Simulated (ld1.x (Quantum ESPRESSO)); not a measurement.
Scattering properties, TM semilocal potential for gold

* Element: gold
* Generator: ld1.x (Quantum ESPRESSO) 7.5
* Type: norm-conserving Troullier–Martins (semilocal form)
* Functional: PBE
* Relativity: scalar-relativistic
* Frozen core: [Kr] 4d10 4f14 5s2
* Valence charge: 17
* Reference configuration: 5p6 5d10 6s1 6p0
* Partial waves: 6s (bound): rc 2.35 bohr; 5d (bound): rc 1.90 bohr; 5p (bound): rc 1.55 bohr
* Local potential: the p channel
* Core correction: Bessel-smoothed model core inside 0.90 bohr

The phase is arctan(r·u′/u) with u = r·R(r), unwrapped; energies in Ry, scanned from -6 to 5 Ry. A pole is an energy at which the radial function vanishes at the test radius. The pseudo phase is shifted by a multiple of π to meet the all-electron one at the reference energy, and phase errors are pseudo minus all-electron; the curves can meet again beyond the range given. Levels narrower than the energy grid can be missing from the lists of poles.

Problem. For each channel, where are the poles, and over which energies does the pseudopotential scatter like the atom?

Solution.

```
channel  radius (bohr)  reference energy (Ry)  poles, all-electron  poles, pseudo  unbroken range about the reference energy with phases within 0.05 rad  phase error 1 Ry above the reference energy (rad)
      s           2.55                  -0.42                 1.76           1.64                                                              below 3.1                                             -0.006
      p           2.55                  -4.39          -4.36, 3.56    -4.36, 3.18                                                             below -0.1                                             -0.000
      d           2.55                  -0.51                -0.12          -0.12                                                        the whole range                                             -0.001
```

Phases in the d channel:

```json
{"E (Ry)": "-6.00", "all-electron": "1.411", "pseudo": "1.411"}
{"E (Ry)": "-5.48", "all-electron": "1.403", "pseudo": "1.403"}
{"E (Ry)": "-4.96", "all-electron": "1.395", "pseudo": "1.395"}
{"E (Ry)": "-4.44", "all-electron": "1.384", "pseudo": "1.384"}
{"E (Ry)": "-3.92", "all-electron": "1.371", "pseudo": "1.371"}
{"E (Ry)": "-3.40", "all-electron": "1.355", "pseudo": "1.355"}
{"E (Ry)": "-2.88", "all-electron": "1.334", "pseudo": "1.334"}
{"E (Ry)": "-2.36", "all-electron": "1.304", "pseudo": "1.304"}
{"E (Ry)": "-1.84", "all-electron": "1.254", "pseudo": "1.253"}
{"E (Ry)": "-1.32", "all-electron": "1.141", "pseudo": "1.141"}
{"E (Ry)": "-0.80", "all-electron": "0.493", "pseudo": "0.493"}
{"E (Ry)": "-0.28", "all-electron": "-1.465", "pseudo": "-1.465"}
{"E (Ry)": "0.24", "all-electron": "-1.697", "pseudo": "-1.697"}
{"E (Ry)": "0.76", "all-electron": "-1.803", "pseudo": "-1.804"}
{"E (Ry)": "1.28", "all-electron": "-1.909", "pseudo": "-1.911"}
{"E (Ry)": "1.80", "all-electron": "-2.072", "pseudo": "-2.078"}
{"E (Ry)": "2.32", "all-electron": "-2.429", "pseudo": "-2.447"}
{"E (Ry)": "2.84", "all-electron": "-3.299", "pseudo": "-3.345"}
{"E (Ry)": "3.36", "all-electron": "-4.073", "pseudo": "-4.099"}
{"E (Ry)": "3.88", "all-electron": "-4.372", "pseudo": "-4.386"}
{"E (Ry)": "4.40", "all-electron": "-4.508", "pseudo": "-4.517"}
{"E (Ry)": "4.92", "all-electron": "-4.586", "pseudo": "-4.593"}
```
